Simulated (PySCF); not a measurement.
CH₇GeNOSi, SMILES [OH][Ge@@H]1[CH2]N[SiH2]1.

Coordinates come from a PBE0-D3(BJ)/def2-SVP optimisation. The structure was generated by enumeration; whether it is a known compound was not checked. Other conformers were not sampled.

Method: CAM-B3LYP/def2-TZVP (PySCF).

The molecule is in vacuum.

```yaml
total_energy: -2538.93999 hartree
highest_occupied_level: -8.15 eV
lowest_empty_level: 0.78 eV
orbital_gap: 8.93 eV
dipole_moment: 0.201 e·Å
quadrupole, principal values (traceless, Buckingham form, about the centre of nuclear charge): -8.86, -3.03, 11.89 D·Å
mean_static_polarisability: 78.4 bohr³ (11.62 Å³)
polarisability_principal_values: 67.6, 75.9, 91.7 bohr³
```
